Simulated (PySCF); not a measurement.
**How the method moves the HOMO and LUMO of `C[SiH2]C=O`**

Species: C2H6OSi.
SMILES with atom numbers: `[CH3:1][SiH2:2][CH:3]=[O:4]` (hydrogens: H5, H6, H7 on C1; H8, H9 on Si2; H10 on C3)

Cartesian coordinates in Å at the PBE0-D3(BJ)/def2-SVP level; atoms count from 1:
```xyz
10
C2H6OSi angstrom
C      1.231   -0.319    0.047
Si    -0.296    0.759    0.035
C     -1.837   -0.405   -0.061
O     -1.710   -1.604   -0.113
H      2.153    0.279    0.095
H      1.258   -0.939   -0.861
H      1.204   -0.996    0.914
H     -0.431    1.594    1.271
H     -0.349    1.681   -1.144
H     -2.870    0.048   -0.070
```

Basis pcSseg-2 throughout (PySCF), one geometry. Isolated species at its PBE0-D3(BJ)/def2-SVP geometry (one conformer only).

Task: How do the orbital energies, the gap and the dipole change with the method?

Result: 
```csv
method,kind,HOMO (eV),LUMO (eV),gap (eV),μ (D),SCF cycles
B97-2,global hybrid,-6.74,-1.59,5.15,1.90,13
PBE0,global hybrid,-7.00,-1.52,5.48,1.92,13
mPW1PW91,global hybrid,-7.04,-1.53,5.50,1.92,13
CAM-B3LYP,range-separated hybrid,-8.42,-0.29,8.13,2.05,13
BHandHLYP,global hybrid,-8.43,-0.27,8.16,2.15,13
wB97X-D,range-separated hybrid,-8.87,0.37,9.25,1.98,14
LC-wPBE,range-separated hybrid,-9.68,0.96,10.64,2.04,14
```

The HOMO spans 2.94 eV, from B97-2 down to LC-wPBE, and the gap runs from 5.15 eV (B97-2) to 10.64 eV (LC-wPBE). Over the methods B97-2 (21 %), PBE0 (25 %), mPW1PW91 (25 %), BHandHLYP (50 %), a straight line through the gap against the share of exact exchange rises by 1.05 eV for each 10 % (correlation coefficient 1.000). The dipole ranges from 1.90 D (B97-2) to 2.15 D (BHandHLYP). This basis has no diffuse functions.

The vertical ΔSCF ionisation energy at B3LYP/def2-SVPD is 9.40 eV; −ε(HOMO) comes closest to it with LC-wPBE (9.68 eV).
